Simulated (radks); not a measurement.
Values are calculated unless marked as measured or tabulated.
How relativity changes the ionisation of neutral strontium ([Kr] 5s2) to Sr+ ([Kr] 5s1). Spin-unpolarised spherical Kohn-Sham, LDA (Slater exchange, Perdew-Wang correlation), point nucleus unless stated (finite: rms radius 4.224 fm), a radial shooting solver on a logarithmic mesh with Libxc functionals. A level marked "c x" has the speed of light scaled by that factor.

level,E(Sr) (hartree),E(Sr+) (hartree),IE (eV),HOMO,<r> HOMO (bohr)
non-rel.,-3129.43802,-3129.21869,5.968,5s,4.337
scalar-rel.,-3175.81602,-3175.59337,6.059,5s,4.273
"scalar-rel., finite nucleus",-3175.78454,-3175.56189,6.059,5s,4.273
Dirac,-3176.12009,-3175.89745,6.058,5s1/2,4.273
"Dirac, finite nucleus",-3176.08857,-3175.86593,6.058,5s1/2,4.273
"Dirac, c x 0.85",-3195.03619,-3194.81217,6.096,5s1/2,4.247
"Dirac, c x 3",-3134.45303,-3134.23335,5.978,5s1/2,4.330
"Dirac, c x 5",-3131.23871,-3131.01925,5.972,5s1/2,4.334

NIST Atomic Spectra Database: 5.695 eV (measured). The relativistic part of the total energy of Sr is -46.65 hartree (Dirac, finite nucleus), 1.5 % of the non-relativistic value. Spin polarisation and multiplet splitting of open shells are left out at every level.

Beside tabulated values, note that relativity, absent from the non-relativistic runs, is large for the heavy elements, and spin-unpolarised runs miss the spin-polarisation part of the exchange energy of open shells.
